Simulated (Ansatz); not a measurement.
Clusters of 5 atoms, chalcogenide: PBE0-D4/def2-TZVP single points in Ansatz on relaxed structures, gas phase. Each cluster is the lowest isomer that a short search found in that spin, judged at the geometry's level, and lower ones may exist. Core potentials for In, Pd, Re, Te, W, no spin–orbit coupling. HOMO and LUMO are taken over both spins. Binding counts from free atoms in the multiplicity of their measured ground term, without zero-point energy. Singlets are spin-restricted. The spins of the ions were chosen, not always searched. A dash marks a value that wasn't run or was left out as unsound. The structures are stationary points that may keep the symmetry of their start. Remarks come from the PBE and PBE0 runs and from stability tests at other levels; not every state was tested. HOMO above LUMO (over both spins in singlets and doublets, within one spin in higher multiplets; at PBE or PBE0), or a gap under 0.15 eV within one spin, warns that the state may not be the lowest or that an electron is smeared out.

```tsv
species	atoms	state	geometry	HOMO (eV)	LUMO (eV)	gap (eV)	vertical IE (eV)	binding per atom (eV)	lowest of the spins relaxed	point group (within 0.1 Å)	remarks
Ga2S3	5	singlet	B3LYP-D4/def2-SVP	-7.50	-2.97	4.53	9.08	2.77	tie, of singlet/triplet/quintet	C2v	spin states tie at PBE0, gap within one spin near zero at PBE or PBE0 (+1 doublet)
WS4	5	singlet	PBE-D4/def2-SVP	-7.14	-4.61	2.53	8.79	–	tie, of singlet/triplet/quintet	–	spin states tie at PBE0
Te3Pd2	5	singlet	r2SCAN-D4/def2-SVP	-5.54	-3.70	1.84	–	2.21	–	–	restricted SCF unstable in HF
Al2S3	5	singlet	PBE-D4/def2-SVP	-7.44	-3.27	4.17	9.03	3.10	singlet, of singlet/triplet/quintet	C2v	gap within one spin near zero at PBE or PBE0 (+1 doublet)
Re2Te3	5	singlet	PBE-D4/def2-SVP	-5.87	-3.90	1.96	–	2.53	–	Cs	restricted SCF unstable in HF
K3S2	5	doublet	r2SCAN-D4/def2-SVP	-4.06	-1.28	2.77	–	1.99	–	D3h	–
Li4S	5	singlet	B3LYP-D4/def2-TZVP	-3.40	-1.17	2.23	4.88	1.76	tie, of singlet/triplet/quintet	Cs	spin states tie at PBE0, triplet lowest at PBE0
Ga2Se3	5	singlet	r2SCAN-D4/def2-SVP	-6.68	-3.32	3.36	8.29	2.55	singlet, of singlet/triplet/quintet	Cs	gap within one spin near zero at PBE or PBE0 (+1 doublet)
In2Te3	5	singlet	r2SCAN-D4/def2-SVP	-5.33	-2.45	2.89	6.79	2.17	singlet, of singlet/triplet/quintet	C2v	–
Ga2Te3⁺	5	doublet	r2SCAN-D4/def2-SVP	-10.47	-8.59	1.89	–	–	–	–	–
```

The gap (eV) runs from 1.84 (Te3Pd2) to 4.53 (Ga2S3). The vertical IE (eV) runs from 4.88 (Li4S) to 9.08 (Ga2S3).
